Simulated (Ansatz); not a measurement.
C2H6BClO, 11 atoms. Total charge 0; spin multiplicity 1. The bonds changed during the relaxation, so this is another structure than the one it started from. All runs use 4 threads of an Arm Neoverse V2 on a shared host. Correlated methods freeze the cores.

(1) How many basis functions does each run have, and how long does it take in Ansatz? RKS PBE0-D4/def2-QZVPP energy; RKS LC-ωPBE/def2-TZVPP energy; RKS PBE0-D4/def2-TZVP frequencies; RKS PBE0-D4/def2-TZVP relaxation (7 steps); direct RPA on PBE orbitals/def2-TZVPP energy; RKS ωB97X-V/def2-TZVPP energy; RKS ωB97M-V/def2-QZVPP energy; RHF-MP2/def2-QZVPP energy; RKS ωB97M-V/def2-SVP energy; RHF-CCSD(T)/def2-SVP energy; RHF-CCSD(T)/def2-TZVPP energy; RKS PBE0-D4/def2-SVP energy. (Best estimate.)

Answers

(1) Ansatz gave: Other jobs shared the machine, so times are rough.

```tsv
level	job	functions	wall time	peak host memory (GiB)
RKS PBE0-D4/def2-SVP	energy	104	0.8 s	0.22
RKS LC-ωPBE/def2-TZVPP	energy	250	2.3 s	0.44
RKS ωB97M-V/def2-SVP	energy	104	3.1 s	0.3
RHF-CCSD(T)/def2-SVP	energy	104	3.9 s	0.48
direct RPA on PBE orbitals/def2-TZVPP	energy	250	4.3 s	0.63
RKS PBE0-D4/def2-QZVPP	energy	478	6 s	1.6
RKS ωB97X-V/def2-TZVPP	energy	250	6.5 s	0.73
RKS ωB97M-V/def2-QZVPP	energy	478	15 s	2
RHF-MP2/def2-QZVPP	energy	478	18 s	3.1
RKS PBE0-D4/def2-TZVP	relaxation (7 steps)	197	20 s	0.49
RHF-CCSD(T)/def2-TZVPP	energy	250	120 s	5.5
RKS PBE0-D4/def2-TZVP	frequencies	197	120 s	0.49
```

LC-ωPBE has ω = 0.4 bohr⁻¹.
